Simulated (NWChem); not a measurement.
Molecule: C₃H₅O₂, doublet; SMILES CCO[C]=O

```xyz
10

C     -0.6959    -1.6373     0.2978
C      0.3744    -0.9291    -0.5068
O      0.9766     0.1802     0.2648
C      0.3136     1.3190     0.2797
O     -0.7194     1.6347    -0.2472
H     -1.5468    -0.9601     0.5076
H     -0.2909    -2.0126     1.2582
H     -1.0838    -2.5037    -0.2760
H      1.2328    -1.5874    -0.7380
H     -0.0294    -0.5031    -1.4479
```
Atoms are numbered in this order, from 1.

Computed with NWChem. Pople sets run with spherical d functions. Spin-unrestricted. Coordinates come from a PBE-D3(BJ)/def2-SVP, spin-unrestricted optimisation. No frequency run checked for a minimum. No stability test was run on the SCF state. Vzz is the largest principal value of the second derivative of the potential at the nucleus (NWChem prints the opposite sign); η is the asymmetry. Non-relativistic.

```json
[
 {"level": "PBE/6-31G*", "Vzz O3 (a.u.)": "1.582", "η O3": "0.33", "Vzz O5 (a.u.)": "-0.716", "η O5": "0.48"},
 {"level": "PBE/def2-SVP", "Vzz O3 (a.u.)": "1.624", "η O3": "0.30", "Vzz O5 (a.u.)": "-0.716", "η O5": "(withheld)"},
 {"level": "CAM-B3LYP/6-31G*", "Vzz O3 (a.u.)": "1.632", "η O3": "0.37", "Vzz O5 (a.u.)": "-0.763", "η O5": "0.42"}
]
```

Problem. Fill in the missing entries.

Solution. 
- PBE/def2-SVP, η O5: 0.36
